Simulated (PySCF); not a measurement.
**NMR data sheet: C6H8B2**

```yaml
Formula: C6H8B2
SMILES: BC1=CBC=CC=C1
InChI: InChI=1S/C6H8B2/c7-6-3-1-2-4-8-5-6/h1-5,8H,7H2
Point_group_of_the_computed_structure: Cs
Carbon_signals: 6
Proton_signals: 7
```

Numbering as in the mapped SMILES `[BH2:1][C:2]1=[CH:3][BH:4][CH:5]=[CH:6][CH:7]=[CH:8]1`. Each H is labelled by its parent atom.

Computed data (PySCF 2.14.0 with density-fitted response routines): spin–spin couplings from B3LYP/pcJ-1 (spin–dipole term only in couplings to heteroatoms), structure optimised with PBE0-D3(BJ)/def2-SVP, GIAO PBE0/pcSseg-1 shieldings. Averaged over atoms made equivalent by symmetry, fast rotation or ring inversion, in vacuum, relativity neglected, one computed conformer.

δ = σ(ref) − σ, references computed at the same level: 1H (σ = 31.27 ppm) and 13C (σ = 184.41 ppm) vs TMS; 11B (σ = 100.73 ppm) against BF3·OEt2.

| carbon | δC, type | δH (multiplicity, J in Hz) | HMBC from (abs. J ≥ 3 Hz) | span of the C tensor (ppm) |
| --- | --- | --- | --- | --- |
| C2 | 166.9, C | – | H(C7), H(B1), H(B4) | 266 |
| C3 | 189.7, CH | 9.61 (d, 2.1) | H(C5), H(C8), H(B1), H(B4) | 300 |
| C5 | 164.1, CH | 8.64 (dd, 14.1, 2.1) | H(C3), H(C7), H(B4) | 299 |
| C6 | 158.4, CH | 8.28 (dd, 14.1, 9.8) | H(C5), H(C8), H(B4) | 251 |
| C7 | 142.1, CH | 7.70 (dd, 12.5, 9.8) | H(C5) | 227 |
| C8 | 156.0, CH | 8.35 (d, 12.5) | H(C3), H(C6), H(B1) | 222 |

Other nuclei:
```tsv
atoms	nucleus	environment	δ (ppm)	σ (ppm)
H(B1)	1H	hydrogen on a boron bonded to C	7.61	23.65
H(B4)	1H	hydrogen on a boron bonded to 2 C, in a 7-membered ring	6.69	24.58
B1	11B	boron bonded to C, 2 H	85.1	15.6
B4	11B	boron bonded to 2 C, H, in a 7-membered ring	46.5	54.3
```

Selected couplings (Hz, signed; the shortest-range and largest first, 30 at most; isotopes 13C, 1H, 11B): 1J(C8,H(C8)) 162.0, 1J(C7,H(C7)) 160.4, 1J(C6,H(C6)) 156.2, 1J(C3,H(C3)) 147.0, 1J(C5,H(C5)) 146.5, 1J(B1,H(B1)) 137.0, 1J(B4,H(B4)) 130.1, 1J(B4,C5) 65.4, 1J(C7,C8) 64.9, 1J(B1,C2) 63.9, 1J(C3,B4) 62.4, 1J(C6,C7) 59.7, 1J(C5,C6) 55.7, 1J(C2,C8) 52.8, 1J(C2,C3) 48.8, 2J(B1,C8) 6.7, 2J(C3,C5) 5.7, 2J(B1,C3) 4.1, 2J(C3,C8) 2.6, 2J(B4,C6) 2.2, 2J(C5,C7) 1.9, 2J(C2,C7) -1.5, 2J(C2,B4) 1.5, 3J(H(C5),H(C6)) 14.1, 3J(H(C7),H(C8)) 12.5, 3J(H(C6),H(C7)) 9.8, 3J(B4,H(C6)) 9.2, 3J(B1,H(C3)) 8.3, 3J(H(B4),H(C5)) 6.9, 3J(H(C3),H(B4)) 6.6.

1. δC 189.7, 164.1, 158.4, 156.0, 142.1: alkene CH.
2. δC 166.9: fully substituted alkene carbon.
3. δH 9.61, 8.64, 8.35, 8.28, 7.70: hydrogen on an alkene CH.
4. δH 7.61: hydrogen on a boron bonded to C.
5. δH 6.69: hydrogen on a boron bonded to 2 C, in a 7-membered ring.
6. The protons at 8.64 and 8.28 share a coupling of 14.1 Hz (vicinal, cis across C=C).
7. The protons at 7.70 and 8.35 share a coupling of 12.5 Hz (vicinal, cis across C=C).
8. The protons at 8.28 and 7.70 share a coupling of 9.8 Hz (vicinal).
9. The protons at 6.69 and 8.64 share a coupling of 6.9 Hz (vicinal).

Hydrogens on boron are broadened and split by 11B (spin 3/2, 80 %) and 10B (spin 3). A carbon bonded to boron is broadened by the quadrupolar boron nucleus and is often missing from a measured spectrum. Splittings below 1 Hz are ignored in the labels, and close J values are merged. Unscaled 3J(H,H) at this level run about 10 % above measured values. Shifts are as computed. Against solution values, carbons near 30 ppm lie about +2 ppm off and those near 130 ppm about +5 ppm. Of 1313 compounds with measured shifts, 239 miss one by over three times the rms of a fit or turn the order of signals round; such compounds aren't used in these exercises.
